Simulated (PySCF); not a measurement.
**3-chloroanisole (COc1cccc(Cl)c1, C$_{7}$H$_{7}$ClO)**

Cartesian coordinates in Å; atom numbers follow the order of the lines, from 1:
```xyz
16

C     2.5200    0.7163    0.6103
O     1.6824   -0.3639    0.3060
C     0.3517   -0.2141    0.4431
C    -0.4364   -1.3296    0.1238
C    -1.8166   -1.2562    0.2387
C    -2.4445   -0.0851    0.6693
C    -1.6492    1.0109    0.9819
Cl   -2.3925    2.4831    1.5205
C    -0.2578    0.9679    0.8764
H     3.5479    0.3777    0.4298
H     2.4262    1.0237    1.6669
H     2.3139    1.5897   -0.0333
H     0.0647   -2.2389   -0.2113
H    -2.4242   -2.1290   -0.0117
H    -3.5287   -0.0194    0.7622
H     0.3190    1.8548    1.1337
```

Computed, not measured: PySCF 2.14.0, quadratic response CAM-B3LYP/aug-cc-pVDZ first hyperpolarisability, Taylor convention, gas phase. Geometry: PBE0-D3(BJ)/def2-SVP.

What is the first hyperpolarisability, and how does it disperse?

In 10⁻³⁰ esu, Taylor convention; the vector part is βᵢ = ⅓ Σⱼ (βᵢⱼⱼ + βⱼᵢⱼ + βⱼⱼᵢ); β∥ is 3/5 of the vector part along the dipole, the dipole points from − to +:
```tsv
process	λ (nm)	β vector norm	β∥	β HRS	depolarisation ratio
static β(0;0,0)	∞	1.65	0.77	0.85	3.02
second harmonic β(−2ω;ω,ω)	1907	1.75	0.81	0.90	3.05
Pockels β(−ω;ω,0)	1907	1.69	0.78	–	–
second harmonic β(−2ω;ω,ω)	1064	2.01	0.91	1.02	3.10
Pockels β(−ω;ω,0)	1064	1.76	0.81	–	–
```

Which lowest excitations, dipole and polarisabilities go with it?

S1 5.07 eV (f = 0.039); S2 5.72 eV (f = 0.068); S3 5.87 eV (f = 0.007); dipole 1.58 D; isotropic α 102.3 au static, 102.7 au at 1907 nm, 103.6 au at 1064 nm, 103.9 au at 953.5 nm, 107.8 au at 532 nm.
